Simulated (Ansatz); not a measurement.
Correlation energies of `[SiH3][O][Ga]([Cl])[O][SiH3]` by basis set

| atom | x (Å) | y (Å) | z (Å) |
| --- | --- | --- | --- |
| Si1 | -1.899 | -0.278 | -1.009 |
| O2 | -1.508 | 0.982 | -0.036 |
| Ga3 | -0.181 | 1.494 | 0.998 |
| Cl4 | -0.393 | 3.236 | 2.162 |
| O5 | 1.318 | 0.579 | 1.079 |
| Si6 | 2.019 | -0.710 | 0.349 |
| H7 | -1.296 | -1.542 | -0.502 |
| H8 | -3.377 | -0.416 | -1.027 |
| H9 | -1.405 | -0.036 | -2.390 |
| H10 | 1.594 | -0.803 | -1.076 |
| H11 | 3.492 | -0.540 | 0.409 |
| H12 | 1.635 | -1.967 | 1.043 |

Charge 0, multiplicity 1. Correlated methods include outer-core shells of Ga, which these sets cover unevenly. Scalar relativity is left out up to krypton. Geometry: relaxed with PBE0-D4/def2-TZVP. It is one conformer, not always the lowest. Frozen core, restricted reference, Ansatz.

```
     basis      HF (Eh)  MP2 corr.  CCSD corr.       (T)  CCSD(T) total
  def2-SVP  -3113.34353          ?           ?  -0.02389              ?
def2-TZVPP  -3114.15782   -1.12381           –         –              –
def2-QZVPP            ?          ?           –         –              –
```

Question: Fill in the withheld values. (An estimate is asked.)

Answer: Computed: def2-SVP MP2 corr.: -0.90300; def2-SVP CCSD corr.: -0.94823; def2-SVP CCSD(T) total: -3114.31565; def2-QZVPP HF (Eh): -3114.23766; def2-QZVPP MP2 corr.: -1.44638.
